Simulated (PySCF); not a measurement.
# TaNCl₂, singlet: data card

Computed with PySCF, PBE0, basis Ta def2-TZVP with ECP60, N def2-TZVP, Cl def2-TZVP (scalar-relativistic core potentials, no spin–orbit coupling, density fitting).

The structure is a minimum.

Coordinates in bohr (charge 0 multiplicity 1):
```
Ta    0.0000   -0.3967    0.3816
N     0.0000    1.0289    3.2179
Cl    3.6685    0.8155   -1.6302
Cl   -3.6685    0.8155   -1.6302
```

```json
{
 "Point group": "Cs",
 "Bond lengths": "Ta–Cl 2.305 Å (×2), Ta–N 1.680 Å",
 "Bond angles": "Cl–Ta–Cl 114.7°, Cl–Ta–N 106.7° (×2)",
 "Heat capacity Cp at 298.15 K": "70.3 J/(mol K)",
 "Principal polarisabilities": "45.4, 71.1, 77.3 bohr³",
 "Rotational constants": "0.1347, 0.05949, 0.04569 cm⁻¹",
 "Entropy at 298.15 K and 1 bar": "337.0 J/(mol K)",
 "Dipole moment": "4.95 D",
 "Zero-point energy": "14.3 kJ/mol",
 "Principal quadrupole moments (Buckingham, traceless) about the centre of mass": "-9.31, -3.15, 12.46 D Å",
 "Atomisation energy without zero-point energy": "1477 kJ/mol",
 "Enthalpy at 298.15 K above 0 K": "16.52 kJ/mol",
 "Highest occupied level": "-7.83 eV",
 "Rotational symmetry number": "1",
 "Lowest empty level": "-3.96 eV"
}
```

Harmonic modes (masses in u: Ta 180.948, N 14.003, Cl 34.969):
| symmetry | ω (cm⁻¹) | IR (km/mol) |
| --- | --- | --- |
| a' | 82 | 10.3 |
| a' | 172 | 20.2 |
| a'' | 248 | 2.8 |
| a' | 390 | 28.0 |
| a'' | 402 | 91.7 |
| a' | 1098 | 87.3 |

Charges (e):
| atom | Mulliken | Löwdin | polar tensor | Mayer order to Ta1 |
| --- | --- | --- | --- | --- |
| Ta1 | 1.06 | 0.23 | 1.74 | – |
| N2 | -0.41 | -0.33 | -0.68 | 2.95 |
| Cl3,4 | -0.33 | 0.05 | -0.53 | 1.10 |

Mulliken populations on Ta1 (electrons outside its core potential): s 2.35, p 6.29, d 3.20, f 0.10.

Formally Ta is in oxidation state +5, d0. The polar-tensor charge on Ta, 1.74, is far below the formal one.

Other isomers or separated fragments may lie lower. With an element this heavy the missing spin–orbit coupling can shift these numbers.

The final relaxation and frequency run took roughly 10 core-minutes on a shared host.
